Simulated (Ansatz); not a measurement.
Consider the redistribution: trimethyl borate + `[OH][Zr]([OH])([SH])[SH]` → `COB(S)OC` + `C[O][Zr]([OH])([OH])[SH]`.

Computed with Ansatz on PBE0-D4/def2-TZVP structures; ΔE is electronic, products minus reactants. CCSD(T)/CBS is the MP2 limit (def2-TZVPP, def2-QZVPP) plus CCSD(T) − MP2 in def2-TZVPP, frozen cores. Functionals use def2-TZVPP. B3LYP here is the variant with VWN-RPA as its local correlation; programs differ in this. def2 core potentials past Kr. For Zr outer-core shells are correlated without core-valence functions, which leaves a few kJ/mol of doubt a bond. Each species was taken in one conformer, which may not be the lowest.

| level | ΔE (kJ/mol) | difference from CCSD(T)/CBS |
| --- | --- | --- |
| PBE-D4 | 18.0 | -5.6 |
| r2SCAN-D4 | 24.2 | 0.6 |
| PBE0-D4 | 23.7 | 0.1 |
| B3LYP-D4 | 22.5 | -1.1 |
| ωB97X-V | 19.4 | -4.2 |
| ωB97M-V | 24.0 | 0.4 |
| B2PLYP | 22.1 | -1.5 |
| PBE | 17.8 | -5.8 |
| r2SCAN | 24.1 | 0.5 |
| PBE0 | 23.5 | -0.1 |
| B3LYP | 22.4 | -1.2 |
| HF/def2-TZVPP | 33.9 | 10.3 |
| MP2/def2-TZVPP | 21.0 | -2.6 |
| SCS-MP2/def2-TZVPP | 20.9 | -2.7 |
| CCSD/def2-TZVPP | 25.0 | 1.4 |
| CCSD(T)/def2-TZVPP | 24.3 | 0.7 |
| HF/def2-QZVPP | 33.9 | 10.3 |
| MP2/def2-QZVPP | 20.6 | -3.0 |
| SCS-MP2/def2-QZVPP | 20.7 | -2.9 |
| HF/CBS(def2) | 33.9 | 10.3 |
| MP2/CBS(def2) | 20.3 | -3.3 |
| CCSD/CBS(def2) | 24.2 | 0.6 |
| CCSD(T)/CBS | 23.6 | 0 |

Largest T1 diagnostic among the species: 0.017.

From PBE to PBE0 (25 % exact exchange), in def2-TZVPP and without D4, ΔE moves by +5.7 kJ/mol. In def2-TZVPP, CCSD(T) changes the Hartree–Fock value by −9.6 kJ/mol (the triples alone add −0.6 kJ/mol) and MP2 by −12.9 kJ/mol.
